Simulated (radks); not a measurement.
Values are calculated unless marked as measured or tabulated.
Question: Excited configurations of the zirconium ion Zr2+: one electron is placed in a higher orbital outside [Kr] 4d1. The ground configuration is [Kr] 4d2. Code: a radial shooting solver on a logarithmic mesh with Libxc functionals. Model: scalar-relativistic Kohn-Sham, PBE, spin-unpolarised, spherical densities, finite nucleus; Fermi nuclear charge, rms radius 4.2694 fm. Excitation = E - E(ground); binding = E(ion) - E, where the ion is the core of charge +3; n* = 3/sqrt(2 binding) in atomic units, and the quantum defect is n - n*.

| outer orbital | excitation (eV) | binding (eV) | n* | quantum defect | eigenvalue (eV) | <r> (bohr) |
|---|---|---|---|---|---|---|
| 5p | 6.451 | 16.175 | 2.751 | 2.249 | -13.384 | 3.657 |
| 5f | 17.092 | 5.535 | 4.704 | 0.296 | -4.532 | 9.201 |
| 6p | 13.833 | 8.793 | 3.732 | 2.268 | -7.490 | 6.901 |
| 6f | 18.728 | 3.898 | 5.605 | 0.395 | -3.293 | 14.09 |
| 7s | 16.261 | 6.365 | 4.386 | 2.614 | -5.504 | 9.890 |
| 7d | 18.356 | 4.271 | 5.355 | 1.645 | -3.668 | 13.85 |
| 7f | 19.754 | 2.872 | 6.529 | 0.471 | -2.468 | 19.96 |

Estimate the row for 6s.

Answer: excitation (eV) 12.150; binding (eV) 10.477; n* 3.419; quantum defect 2.581; eigenvalue (eV) -8.989; <r> (bohr) 6.035. The Delta-SCF ionisation energy is 22.626 eV (NIST Atomic Spectra Database: 23.170 eV, semi-empirical). Self-interaction in the functional shifts the binding energies and quantum defects, so they are the method's values and not measured ones. Spin polarisation and multiplet splitting are left out, so open shells lie too high by an amount that depends on their filling.

Beside tabulated values, note that spin-unpolarised runs miss the spin-polarisation part of the exchange energy of open shells.
